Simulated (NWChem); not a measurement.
SiH2SO, singlet; SMILES O[Si]S

Computed with NWChem. Low-valent species are run as closed-shell singlets; no triplet was tried in these runs. Coordinates come from a B3LYP/6-31G* (spherical d) optimisation. Gas phase, vertical. One conformer.

LRC-wPBEh/def2-SVP, TDA puts singlet state 1 at 4.41 eV with oscillator strength 0.062.

Question: Give the wavelength, the transition dipole and the radiative lifetime of that state in vacuum.

Answer: 
1. λ = 1239.84/4.41 = 281 nm, or 35570 cm⁻¹.
2. f = (2/3) ΔE μ² in atomic units, so μ = √(1.5 f/ΔE) = 0.76 a.u. = 1.93 D.
3. τ = 1.499 s cm⁻² / (f ν²) = 19 ns, for a non-degenerate state that emits at the vertical energy.
